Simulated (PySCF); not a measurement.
**Two-component Hartree-Fock for Tl³⁶⁺ (thallium, charge +36)**

Start: [Kr] 4d9; 4d3/2 filled at m_j = -1/2, +1/2, +3/2; 4d5/2 filled at m_j = -5/2, -3/2, -1/2, +1/2, +3/2, +5/2. Calculated with PySCF 2.14 in an uncontracted even-tempered set (17 s from 3.9 bohr⁻², ratio 2.8; 14 p from 5.1 bohr⁻², ratio 2.8; 9 d from 5.1 bohr⁻², ratio 2.8; 3 f from 23 bohr⁻², ratio 3): generalised Hartree-Fock with the X2C-1e Hamiltonian and a Gaussian nucleus; one run each with spin-orbit coupling (SO) screened by Boettger's factors, then bare. This is a chosen level, not necessarily the ground level.

| spinor shell | electrons | ε, screened SO (eV) | ε, bare SO (eV) | weight of nominal j (bare SO) | rms radius, bare SO (bohr) |
| --- | --- | --- | --- | --- | --- |
| 1s1/2 | 2 | -87448.2 | -87446.1 | 1.000 | 0.0184 |
| 2s1/2 | 2 | -16936.8 | -16936.2 | 1.000 | 0.0744 |
| 2p1/2 | 2 | -16290.8 | -16337.7 | 1.000 | 0.0627 |
| 2p3/2 | 4 | -14222.5 | -14208.5 | 1.000 | 0.0712 |
| 3s1/2 | 2 | -5221.4 | -5221.2 | 1.000 | 0.189 |
| 3p1/2 | 2 | -4934.4 | -4944.8 | 1.000 | 0.180 |
| 3p3/2 | 4 | -4461.7 | -4458.6 | 1.000 | 0.196 |
| 3d3/2 | 4 | -3995.3 | -4004.2 | 1.000 | 0.171 |
| 3d5/2 | 6 | -3896.5 | -3891.0 | 1.000 | 0.176 |
| 4s1/2 | 2 | -2188.6 | -2188.5 | 1.000 | 0.391 |
| 4p1/2 | 2 | -2055.4 | -2058.5 | 1.000 | 0.392 |
| 4d3/2 | 3 | -1712.8 | -1715.4 | 0.999 | 0.410 |
| 4d5/2 | 6 | -1684.4 | -1682.9 | 0.999 | 0.419 |

Q: Where does 4p3/2 lie, and what is the 4p spin-orbit splitting (bare SO)?

A: At -1916.3 eV, 142.21 eV above 4p1/2.

| quantity | screened SO | bare SO |
| --- | --- | --- |
| E (hartree) | -19533.08582 | -19535.10793 |
| M_J | 3/2 | 3/2 |
| ⟨J²⟩ | 3.750 | 3.750 |
| ⟨L²⟩ | 6.126 | 6.134 |
| ⟨S²⟩ | 0.875 | 0.883 |

Each row is a mean over spinors that exchange with the open shell spreads, by up to 14.181 eV (4p1/2).

Breit and QED terms are absent; they matter most for the inner s and p1/2 levels.

Densities and radii are taken from the X2C orbitals without a picture-change correction, which distorts them close to the nucleus.
